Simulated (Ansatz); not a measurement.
In4P4H16, a cluster cut from zinc blende InP (hydrogen-capped). Charge 0, multiplicity 3. Geometry PBE-D4/def2-SVP, that of the neutral singlet.

```csv
atom,x (Å),y (Å),z (Å)
In1,0.505,2.602,1.508
In2,-0.362,0.368,-3.001
In3,-2.586,-1.194,1.089
In4,2.437,-1.777,0.412
P5,-1.618,1.096,2.010
P6,-2.286,-0.649,-1.488
P7,2.289,0.642,1.487
P8,1.620,-1.090,-2.014
H9,0.804,3.496,2.969
H10,0.350,3.149,-0.127
H11,-0.647,-0.246,-4.603
H12,-0.105,1.990,-2.455
H13,-4.298,-1.134,1.386
H14,-1.425,-2.418,1.478
H15,1.165,-2.715,1.120
H16,4.134,-2.122,0.258
H17,-2.719,2.012,1.956
H18,-1.629,0.933,3.434
H19,-3.450,0.107,-1.845
H20,-2.682,-1.856,-2.151
H21,3.515,1.287,1.119
H22,2.635,0.437,2.862
H23,2.789,-0.587,-2.671
H24,1.565,-2.329,-2.731
```

In the def2 sets In takes a core potential; there is no spin–orbit coupling. At PBE-D4/def2-SVP the gap within one spin of the charge 0 triplet nearly closes, so an electron or hole may be smeared out by delocalisation error. At PBE0-D4/def2-SVP a singlet of charge 0 lies 5.14 eV below the triplet at the same geometry.

(1) Estimate the α-spin orbital energies around the gap (eV) in Ansatz with PBE-D4/def2-SVP, PBE0-D4/def2-SVP.

Answers

(1) 
| orbital | PBE-D4/def2-SVP | PBE0-D4/def2-SVP |
| --- | --- | --- |
| HOMO−5 | -6.87 | -7.94 |
| HOMO−4 | -6.85 | -7.93 |
| HOMO−3 | -6.71 | -7.69 |
| HOMO−2 | -6.61 | -7.53 |
| HOMO−1 | -6.48 | -7.39 |
| HOMO | -1.77 | -2.45 |
| LUMO | -1.67 | -0.97 |
| LUMO+1 | -1.57 | -0.82 |
| LUMO+2 | -1.50 | -0.62 |
| LUMO+3 | -1.18 | -0.47 |
| LUMO+4 | -0.96 | -0.32 |
| LUMO+5 | -0.52 | 0.18 |
| β HOMO | -6.43 | -7.36 |
| β LUMO | -6.28 | -5.95 |
